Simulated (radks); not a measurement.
Question: Spherical jellium clusters: N electrons in a uniform positive sphere of charge N and radius rs N^(1/3), rs = 4.23 bohr. Method: non-relativistic Kohn-Sham, LDA (Slater exchange, Perdew-Wang correlation), spin-polarised, spherical densities; computed with a radial shooting solver with Libxc functionals. Levels are named by radial order and angular momentum (1s, 1p, 1d, 2s, ...), and open shells are averaged over m. Each electron was tried in the lowest free levels, single moves between levels near the top were tried too, and the lowest total energy was kept; such a search can miss a lower state. Give the order in which the levels fill up to N = 33, the shell closures and the spin along the way.

Answer: Shells are first occupied in the order 1s, 1p, 1d, 2s, 1f. Open shells at each N (closed shells left out): 1: 1s(up 1, down 0); 2: none; 3: 1p(up 1, down 0); 4: 1p(up 2, down 0); 5: 1p(up 3, down 0); 6: 1p(up 3, down 1); 7: 1p(up 3, down 2); 8: none; 9: 1d(up 1, down 0); 10: 1d(up 2, down 0); 11: 1d(up 3, down 0); 12: 1d(up 4, down 0); 13: 1d(up 5, down 0); 14: 1d(up 5, down 1); 15: 1d(up 5, down 2); 16: 1d(up 5, down 3); 17: 1d(up 5, down 4); 18: none; 19: 2s(up 1, down 0); 20: none; 21: 1f(up 1, down 0); 22: 1f(up 2, down 0); 23: 1f(up 3, down 0); 24: 1f(up 4, down 0); 25: 1f(up 5, down 0); 26: 1f(up 6, down 0); 27: 1f(up 7, down 0); 28: 1f(up 7, down 1); 29: 1f(up 7, down 2); 30: 1f(up 7, down 3); 31: 1f(up 7, down 4); 32: 1f(up 7, down 5); 33: 1f(up 7, down 6). All shells are closed at N = 2, 8, 18, 20 (there: 1s2 1p6 1d10 2s2). Largest 2S: 7, at N = 27.
